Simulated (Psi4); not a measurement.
C4H5 (SMILES C=[C]C=C), doublet (typed; the unrestricted solution is spin-contaminated), at a GFN2-xTB geometry; MP3/cc-pVDZ (Psi4 1.11).

Here is a job for Psi4.
```
memory 2 GB

molecule {
0 2
  C     0.84692229    1.66620199   -0.08747240
  C     0.09879661    0.62624235    0.04234718
  C    -0.68909255   -0.45553461    0.18070429
  C    -0.31450294   -1.74723046   -0.10483390
  H     1.47874189    2.03273611    0.71229901
  H     0.89057657    2.24159017   -1.00409682
  H    -1.69512568   -0.27739734    0.54712238
  H     0.67137918   -1.97107091   -0.46990799
  H    -0.99831246   -2.56393367    0.03011240
}

set basis cc-pvdz
set reference uhf
set freeze_core true

energy('mp3')
print_variables()
```

Output, abridged:

```
    Information: MP3 default algorithm changed to DF in August 2020. Use `set mp_type conv` for previous behavior.
    For method 'MP3', SCF Algorithm Type (re)set to DISK_DF.

   => Loading Basis Set <=

    Name: CC-PVDZ
    Role: ORBITAL
    Keyword: BASIS

         ---------------------------------------------------------
                                   SCF
               by Justin Turney, Rob Parrish, Andy Simmonett
                          and Daniel G. A. Smith
                              UHF Reference
         ---------------------------------------------------------

  ==> Geometry <==

    Molecular point group: c1
    Full point group: C1

    Geometry (in Angstrom), charge = 0, multiplicity = 2:

       Center              X                  Y                   Z               Mass
    ------------   -----------------  -----------------  -----------------  -----------------
         C            0.853418292002     1.656136493272    -0.090923202172    12.000000000000
         C            0.105292612002     0.616176853272     0.038896377828    12.000000000000
         C           -0.682596547998    -0.465600106728     0.177253487828    12.000000000000
         C           -0.308006937998    -1.757295956728    -0.108284702172    12.000000000000
         H            1.485237892002     2.022670613272     0.708848207828     1.007825032230
         H            0.897072572002     2.231524673272    -1.007547622172     1.007825032230
         H           -1.688629677998    -0.287462836728     0.543671577828     1.007825032230
         H            0.677875182002    -1.981136406728    -0.473358792172     1.007825032230
         H           -0.991816457998    -2.573999166728     0.026661597828     1.007825032230

  Running in c1 symmetry.

  Rotational constants: A =      1.42347  B =      0.14987  C =      0.13937 [cm^-1]
  Rotational constants: A =  42674.50082  B =   4493.11977  C =   4178.08823 [MHz]
  Nuclear repulsion =   96.689282930704337

  Charge       = 0
  Multiplicity = 2
  Electrons    = 29
  Nalpha       = 15
  Nbeta        = 14

  ==> Algorithm <==

  SCF Algorithm Type is DISK_DF.
  DIIS enabled.
  MOM disabled.
  Fractional occupation disabled.
  Guess Type is SAD.
  Energy threshold   = 1.00e-08
  Density threshold  = 1.00e-08
  Integral threshold = 1.00e-12

  ==> Primary Basis <==

  Basis Set: CC-PVDZ
    Blend: CC-PVDZ
    Number of shells: 39
    Number of basis functions: 81
    Number of Cartesian functions: 85
[...]
  @DF-UHF Final Energy:  -154.30548077932568
    Total Energy =                       -154.3054807793256771
  DIE_IF_NOT_CONVERGED          => (empty)
[...]
 ==============================================================================
 ==============================================================================

	MO spaces...

	 FC   AOCC   BOCC  AVIR   BVIR   FV
	------------------------------------------
	  4    11    10    66     67     0

	Number of basis functions in the DF-CC basis: 294

	Total memory requirement for DF+CC int:     27.76 MB

	Computing DF-MP2 energy ...
	=======================================================================
	Nuclear Repulsion Energy (a.u.)    :    96.68928293070434
	DF-HF Energy (a.u.)                :  -154.30548077932568
	REF Energy (a.u.)                  :  -154.30548077932568
	Alpha-Alpha Contribution (a.u.)    :    -0.06455192455050
	Alpha-Beta Contribution (a.u.)     :    -0.36192885281132
	Beta-Beta Contribution (a.u.)      :    -0.05409276366370
	Scaled_SS Correlation Energy (a.u.):    -0.03954822940473
	Scaled_OS Correlation Energy (a.u.):    -0.43431462337359
	DF-SCS-MP2 Total Energy (a.u.)     :  -154.77934363210397
	DF-SOS-MP2 Total Energy (a.u.)     :  -154.77598828798040
	DF-SCS(N)-MP2 Total Energy (a.u.)  :  -154.51429543058268
	DF-MP2 Correlation Energy (a.u.)   :    -0.48057354102552
	DF-MP2 Total Energy (a.u.)         :  -154.78605432035121
	=======================================================================

	=======================================================================
	================ MP3 FINAL RESULTS ====================================
	=======================================================================
	Nuclear Repulsion Energy (a.u.)    :    96.68928293070434
	SCF Energy (a.u.)                  :  -154.30548077932568
	REF Energy (a.u.)                  :  -154.30548077932568
	Alpha-Alpha Contribution (a.u.)    :    -0.06327686086245
	Alpha-Beta Contribution (a.u.)     :    -0.40639882085652
	Beta-Beta Contribution (a.u.)      :    -0.05252255416413
	3rd Order Energy (a.u.)            :    -0.04162469485757
	DF-MP2.5 Correlation Energy (a.u.) :    -0.50138588845432
	DF-MP2.5 Total Energy (a.u.)       :  -154.80686666778001
	DF-MP3 Correlation Energy (a.u.)   :    -0.52219823588310
	DF-MP3 Total Energy (a.u.)         :  -154.82767901520879
	=======================================================================

  Variable Map:
  ----------------------------------------------------------------------------
[...]
  Array Variable Map:
  ----------------------------------------------------------------------------
[...]
[...]
```
